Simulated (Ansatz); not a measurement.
ClFGeHS, SMILES `[F][Ge]([SH])[Cl]` radical, relaxed with UKS PBE-D4/def2-SVP in Ansatz from a rough embedded geometry. The force threshold is 0.03 eV/Å; the program also tests the step.

The species carries charge 0 and has multiplicity 2.

Start:

```xyz
5

F     0.338    1.156   -1.871
Ge    0.573    0.251   -0.404
S    -1.083   -1.191   -0.121
Cl    0.665    1.496    1.321
H    -0.493   -1.712    1.075
```

```tsv
step	energy (eV)	largest force (eV/Å)	largest move (Å)
1	-82573.9742	1.269	0.000
2	-82574.1050	0.758	0.181
3	-82574.1466	0.527	0.070
4 (rejected)	-82574.1403	0.453	0.200
5	-82574.1573	0.321	0.038
6	-82574.1615	0.045	0.090
7	-82574.1622	0.009	0.039
```

End:

```xyz
5

F     0.227    1.170   -1.799
Ge    0.673    0.198   -0.396
S    -1.023   -1.304   -0.194
Cl    0.726    1.569    1.328
H    -0.604   -1.633    1.062
```

It took 13 s on 2 threads of an AMD EPYC 7R13 on a shared host, with 0.23 GiB of host memory at the peak.
